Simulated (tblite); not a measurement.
C8H18P (charge +1).
SMILES with atom numbers: `[CH2:1]=[CH:2][P@@H+:3]([CH2:4][CH3:5])[CH2:6][CH2:7][CH2:8][CH3:9]` (hydrogens: H10, H11 on C1; H12 on C2; H13 on P3; H14, H15 on C4; H16, H17, H18 on C5; H19, H20 on C6; H21, H22 on C7; H23, H24 on C8; H25, H26, H27 on C9)

Structure optimised with GFN2-xTB, isolated species.

(1) What internal coordinates does the optimisation give?

Results:

(1) 
```
                  bond  length (pm)   order
                 C1=C2        132.6  double
                 C2–P3        179.1  single
                 P3–C4        182.2  single
                 C4–C5        152.7  single
                 P3–C6        181.8  single
                 C6–C7        153.0  single
                 C7–C8        152.6  single
                 C8–C9        152.3  single
                C1–H10        107.9  single
                C1–H11        107.8  single
                C2–H12        108.4  single
                P3–H13        137.8  single
                C4–H14        109.5  single
                C4–H15        109.5  single
C5–H16, C5–H17, C5–H18        108.8  single
                C6–H19        109.6  single
                C6–H20        109.5  single
                C7–H21        109.2  single
                C7–H22        109.1  single
                C8–H23        109.3  single
                C8–H24        109.8  single
C9–H25, C9–H26, C9–H27        108.7  single
```

Bonds in one row agree within 1 pm and their mean is given. Orders are formal, as drawn. A selection of angles:
```
   angle  degrees
C1–C2–P3    123.2
C2–P3–C4    109.9
C2–P3–C6    111.3
C4–P3–C6    110.1
P3–C4–C5    111.8
P3–C6–C7    112.8
C6–C7–C8    111.9
C7–C8–C9    111.9
```

Torsions: C1–C2–P3–C4 112° (anticlinal); C2–P3–C4–C5 -177° (antiperiplanar); C2–P3–C6–C7 48° (synclinal); P3–C6–C7–C8 56° (synclinal); C6–C7–C8–C9 174° (antiperiplanar).

Of the pairs four or more bonds apart, P3···H24 is among the closest relative to their van der Waals radii: 2.75 Å, 92 % of the sum of Bondi's values. The 5 C–C bonds span 1.326 Å (C1=C2, drawn double) to 1.530 Å (C6–C7, drawn single), a spread of 0.204 Å. C2 (alkene CH carbon) is planar (angles 123.2°, 122.2° and 114.6°, sum 360.0°, 0.01 Å off the plane of its three neighbours). C1 (terminal =CH2 carbon) is planar (angles 122.3°, 121.5° and 116.2°, sum 360.0°, 0.00 Å off the plane of its three neighbours). P3 (phosphonium phosphorus) is tetrahedral (angles from 106.5° to 111.3°). The 3 C–P bonds span 1.791 Å (C2–P3, drawn single) to 1.822 Å (P3–C4, drawn single), a spread of 0.031 Å.

Point group: C1 (no symmetry element, even within 0.4 Å). Its GFN2-xTB frequencies are all real (lowest 39 cm⁻¹).

One conformer stands for the species.

The numbers are calculated, not measured.
